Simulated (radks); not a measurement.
Removal energies from the lanthanum ion La+, [Xe] 5d(3/2: 1, 5/2: 0) 6s1, by Delta-SCF beside the eigenvalue of the level emptied. Calculated with a radial shooting solver on a logarithmic mesh with Libxc functionals: Dirac Kohn-Sham, relativistic LDA (MacDonald-Vosko exchange, VWN5 correlation), spin-unpolarised, spherical densities, finite nucleus; Fermi nuclear charge, rms radius of each element as measured or else 0.836 A^(1/3) + 0.57 fm. Sub-shells are occupied by j as written (lower j first in brackets).

removed from                                      final configuration  Delta-SCF (eV)  -eigenvalue (eV)
6s1/2                                         [Xe] 5d(3/2: 1, 5/2: 0)          11.107             8.564
5d3/2                                                        [Xe] 6s1          12.667             8.799
5p3/2         [Kr] 4d10 5s2 5p(1/2: 2, 3/2: 3) 5d(3/2: 1, 5/2: 0) 6s1          32.653            27.489
5p1/2         [Kr] 4d10 5s2 5p(1/2: 1, 3/2: 4) 5d(3/2: 1, 5/2: 0) 6s1          35.378            30.046

 A further rearrangement lowers the ion to [Xe] 4f(5/2: 1, 7/2: 0), 10.497 eV above the parent.
